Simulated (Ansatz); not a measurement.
`[OH][Zr]([OH])([OH])[F]` and `C#[C][Zr]([OH])([OH])[F]` differ in one atom or group.

Ansatz, PBE0-D4/def2-TZVP geometries, multiplicity 1. Each molecule was computed in one conformer, which needn't be the lowest.

Elements past krypton have def2 core potentials.

```tsv
property	`[OH][Zr]([OH])([OH])[F]`
HOMO energy (PBE/def2-TZVPP) / eV	-7.26
size of the dipole moment (B3LYP/def2-TZVPP) / D	3.22
HOMO–LUMO gap (PBE0/def2-TZVPP) / eV	8.72
HOMO–LUMO gap (PBE/def2-TZVPP) / eV	6.38
LUMO energy (PBE0/def2-TZVPP) / eV	-0.24
LUMO energy (B3LYP/def2-TZVPP) / eV	-0.55
```

(1) Give the same properties after the change, and the shifts. (Best estimate.)

Answers

(1) Computed: 
| property | `C#[C][Zr]([OH])([OH])[F]` | shift |
| --- | --- | --- |
| HOMO energy (PBE/def2-TZVPP) / eV | -6.70 | 0.56 |
| size of the dipole moment (B3LYP/def2-TZVPP) / D | 2.98 | -0.24 |
| HOMO–LUMO gap (PBE0/def2-TZVPP) / eV | 6.81 | -1.91 |
| HOMO–LUMO gap (PBE/def2-TZVPP) / eV | 4.75 | -1.63 |
| LUMO energy (PBE0/def2-TZVPP) / eV | -1.12 | -0.88 |
| LUMO energy (B3LYP/def2-TZVPP) / eV | -1.35 | -0.80 |

With PBE0 the HOMO rises by 1.03 eV and the LUMO falls by 0.88 eV, so the gap narrows by about 1.91 eV. PBE moves the HOMO by 0.56 eV and ωB97M-V by 1.23 eV. The zero-point energy changes by 16.4 kJ/mol with +3 modes. Dipoles are sizes alone; their direction can turn.

B3LYP here is the variant with VWN-RPA as its local correlation; programs differ in this.
